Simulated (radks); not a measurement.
The numbers below are computed, except where a source is named.
All-electron atom: the hafnium ion Hf3+ in [Xe] 4f14 5d1. Code: a radial shooting solver on a logarithmic mesh with Libxc functionals. Model: Dirac Kohn-Sham, RPBE, spin-unpolarised, spherical densities, finite nucleus; open shells fill j = l - 1/2 first; Fermi nuclear charge, rms radius 5.347 fm.

Normalised radial functions P(r) = r R(r) (large component), r in bohr:

```
   r/bohr * 5p1/2, o 5d5/2 (the largest magnitude, 1.03, reaches the edge; | marks zero, & curves that meet)
0.0008054                             &
 0.001083                             &
 0.001444                             &
 0.001926                             &
  0.00259                             &
 0.003454                             o*
 0.004607                             o*
 0.006194                             o*
 0.008262                             o *
  0.01111                             o  *
  0.01481                             o   *
  0.01976                             o    *
  0.02657                             |o    *
  0.03543                             |o     *
  0.04764                             | o   *
  0.06354                             |  &
  0.08474                           * |    o
   0.1139                      *      |     o
    0.152                    *        |    o
   0.2027                         *   | o
   0.2725                         o   |      *
   0.3634                     o       |             *
   0.4886                     o       |       *
   0.6517                     *      o|
   0.8692      *                      |        o
    1.169  *                          |                o
    1.559         *                   |                   o
    2.079                   *         |                 o
    2.795                          *  |           o
    3.728                            *|     o
    5.012                             * o
    6.685                             &
```

5p1/2: eigenvalue -68.014 eV, 3 radial nodes at r = 0.0765, 0.227, 0.569 bohr, <r> = 1.25 bohr, 90 % of the charge inside 1.83 bohr. 5d5/2 (empty): eigenvalue -26.677 eV, 2 radial nodes at r = 0.222, 0.671 bohr, <r> = 1.97 bohr, 90 % of the charge inside 3.02 bohr.
